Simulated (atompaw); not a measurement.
**Building the PAW (atompaw) potential for W (PBE, scalar-relativistic).**

W, PAW, made with atompaw 4.2.0.5 (PBE, scalar-relativistic). Core [Xe] 4f14, reference 5d4 6s2 6p0. Waves: 6s (bound): rc 3.00 bohr; 6s channel at 0.6 Ry: rc 3.00 bohr; 6p (bound, empty): rc 2.85 bohr; 6p channel at 0.7 Ry: rc 2.85 bohr; 5d (bound): rc 3.00 bohr; 5d channel at 0.25 Ry: rc 2.05 bohr. Local part: troulliermartins scheme with l = 3 at 1 Ry, radius 2.45 bohr. Core correction: smooth core density matched at 2.60 bohr. Augmentation charge: besselshape compensation charge, radius 2.80 bohr; PAW radius 3.00 bohr; waves and projectors: custom rrkj gramschmidtortho.

What the tests gave:

```
Cutoffs needed                                           : 10 Ry and 12 Ry (the cutoffs (Ry, on a coarse ladder) from which the occupation-weighted sum of valence levels, in a spherical-Bessel basis at the reference potential, stays within 10 and 1 mRy of its value at 400 Ry)
Ghost test                                               : ghost states, extra bound levels that the all-electron valence spectrum of the same l lacks: s at -18.4 eV, p at -7.9 eV; a true bound ghost makes a file unfit for plane-wave use (spherical-Bessel basis up to 400 Ry, 20 bohr box)
Lowest eigenvalue of the overlap operator                : 0.13 (d channel)
Overlap eigenvalues printed by atompaw (projector basis) : 0.00539, 0.0434, 0.946, 1.17, 15.7, 20.1
Share of each valence orbital outside the PAW sphere     : 6s 50 %, 6p 84 %, 5d 15 %
```

Generation and tests took about 20 s on one core of a shared server CPU.
